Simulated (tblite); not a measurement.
Compound: C7H10O2Si.
Geometry (GFN2-xTB, Å), atoms numbered from 1 in this order:
```xyz
20
C7H10O2Si angstrom
C      4.620   -0.884   -0.590
C      3.488   -0.523   -0.734
C      2.110   -0.094   -0.856
C      1.507    0.251    0.509
Si    -0.327    0.789    0.403
C     -1.228   -0.807   -0.093
C     -2.546   -0.826   -0.277
C     -3.279    0.419   -0.088
O     -2.754    1.466    0.233
O     -4.594    0.321   -0.295
H      5.615   -1.197   -0.479
H      2.067    0.781   -1.510
H      1.535   -0.896   -1.330
H      1.626   -0.609    1.171
H      2.094    1.056    0.952
H     -0.711    1.211    1.749
H     -0.401    1.792   -0.660
H     -0.675   -1.727   -0.225
H     -3.129   -1.693   -0.554
H     -5.023    1.180   -0.150
```

Calculated harmonic vibrations of the isolated species, GFN2-xTB (tblite), most abundant isotopes, no scaling. Errors from tens to a few hundred cm⁻¹ against measured bands are possible. Modes of hydrogen on silicon can be 10 to 20 % off. One conformer, not necessarily the lowest.

Harmonic wavenumbers (cm⁻¹): 40.8, 41.9, 70.4, 101.1, 115.9, 154.6, 179.2, 254.3, 266.7, 302.3, 320.6, 426.8, 449.4, 505.2, 586.5, 638.3, 642.5, 647.0, 658.8, 667.0, 701.9, 710.2, 747.5, 770.5, 786.9, 815.6, 912.7, 930.8, 935.2, 987.9, 1070.8, 1116.6, 1125.6, 1153.6, 1221.7, 1236.8, 1259.4, 1327.4, 1337.6, 1455.2, 1497.5, 1633.1, 1712.2, 2253.4, 2273.4, 2292.8, 2931.8, 2951.6, 2975.0, 2998.5, 3057.3, 3074.6, 3395.1, 3440.9.

A = 4333, B = 399.1, C = 378.2 MHz; mass 154.045 u (most abundant isotopes); point group C1, symmetry number 1.

Zero-point energy?

Half the sum of the wavenumbers: 32080 cm⁻¹ = 91.72 kcal/mol.

What is S at 350 K and 1 bar for an ideal gas of classical rigid rotors and harmonic oscillators?

Translation 41.83, rotation 31.05, vibration 45.76: S = 118.6 cal/(mol K).

And Cp and H(350 K) − H(0)?

Cp = 52.10 cal/(mol K), of which vibrations give 44.16 (their classical limit is 54 R = 107.3); H(350 K) − H(0) = 10.85 kcal/mol without the zero-point energy, 8.07 from vibrations.

What must be added to the electronic energy to get the Gibbs energy at 350 K and 1 bar?

ZPE + [H(350 K) − H(0)] − T·S = 91.72 + 10.85 − 41.53 = 61.04 kcal/mol.

Which modes carry the vibrational entropy at 350 K?

40.8 cm⁻¹: 5.54; 41.9 cm⁻¹: 5.48; 70.4 cm⁻¹: 4.46; 101.1 cm⁻¹: 3.75; 115.9 cm⁻¹: 3.48; 154.6 cm⁻¹: 2.92 cal/(mol K); the other 48 give 20.13 together.

Hindered rotation and anharmonicity are outside this model. Other conformers, if any are populated, would add a mixing term that is left out. The structure is chiral; the term R ln 2 for an equal mix with its mirror image is left out.
